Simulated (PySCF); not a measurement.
Compound: 3-chlorostyrene, C₈H₇Cl.
InChI=1S/C8H7Cl/c1-2-7-4-3-5-8(9)6-7/h2-6H,1H2

Torsions of this conformer, `[CH2:1]=[CH:2][c:3]1[cH:4][cH:5][cH:6][c:7]([Cl:8])[cH:9]1`: C1–C2–C3–C4 180°.

The closed-shell ground state was solved at several levels (PySCF, density fitting, gas phase, non-relativistic). The structure is a single PBE0-D3(BJ)/def2-SVP conformer in the gas phase; no vibrational or solvent corrections.

```tsv
level	basis functions	total energy (Eh)	HOMO (eV)	LUMO (eV)	gap (eV)	dipole (D)
HF/pcSseg-1	195	-766.4147	-8.64	2.11	10.75	1.98
PBE0/pcSseg-1	195	-768.6634	-6.87	-1.42	5.45	1.73
```

Question: Estimate the row for B3LYP/def2-SVPD, a basis of 243 functions; the other rows only guide the guess.

Answer: Total energy -768.9184 Eh, HOMO -6.65 eV, LUMO -1.63 eV, gap 5.02 eV, dipole 1.74 D.

Question: Over all these levels, which gives the widest orbital gap and which the narrowest?

Answer: HF/pcSseg-1 (Hartree–Fock, all exact exchange) has the widest, 10.75 eV, and B3LYP/def2-SVPD (global hybrid, 20 % exact exchange) the narrowest, 5.02 eV. Functional and basis both differ between the two, so the spread mixes both effects. The HOMO need not be the same orbital at Hartree–Fock and at DFT levels.

Question: How far do the dipole and the HOMO energy spread over the levels?

Answer: The dipole runs from 1.73 to 1.98 D (mean 1.82 D) and the HOMO from -8.64 to -6.65 eV.
